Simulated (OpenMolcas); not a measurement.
**How basis sets differ on GaSiH7O (SMILES [SiH3][OH+][GaH3-])**

The species is GaSiH7O (10 atoms), meant as a singlet with charge 0. SMILES: `[SiH3][OH+][GaH3-]`. The coordinates come from a PBE0-D4/def2-TZVP relaxation.

Quantity: the dipole moment, in D. The values are calculated.

```csv
level,kind,program,value (D),CPU time
HF/ANO-RCC-MB (DKH2),Hartree–Fock,OpenMolcas,4.27,11 s
HF/STO-3G,Hartree–Fock,OpenMolcas,5.03,3.4 s
HF/3-21G,Hartree–Fock,OpenMolcas,4.35,4.2 s
"HF/ANO-RCC-VDZ (DKH2, RICD fitting)",Hartree–Fock,OpenMolcas,4.36,6.7 s
HF/6-31G* (spherical functions),Hartree–Fock,OpenMolcas,3.87,13 s
```

All-electron rows without a relativistic Hamiltonian named are non-relativistic. The values span 3.87 to 5.03 D. Magnitudes only. Sets without polarisation functions give poor dipoles. Times are those of the runs behind each value, whatever else they computed, on shared processors of several kinds: orders of magnitude only.
